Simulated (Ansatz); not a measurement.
```xyz
9

B    -0.255   -1.085   -0.142
C     0.130    0.391   -0.387
O    -0.262    0.032    1.085
O     1.416    0.791   -0.449
H    -1.369   -1.436   -0.407
H     0.614   -1.880    0.049
H    -0.593    1.134   -0.725
H    -1.168    0.318    1.250
H     1.487    1.735   -0.273
```

Total charge 0; spin multiplicity 1.

List the r2SCAN/def2-TZVPP orbital energies in eV (Ansatz). (Best estimate.)

The calculation gave: Occupied: -517.42, -516.79, -275.60, -179.48, -28.77, -27.50, -18.00, -14.67, -14.33, -12.60, -10.82, -9.83, -9.29, -8.02, -7.65, -7.06. Lowest empty: -0.10, 0.67, 1.54, 1.78, 2.91, 3.57, 3.59, 4.35.
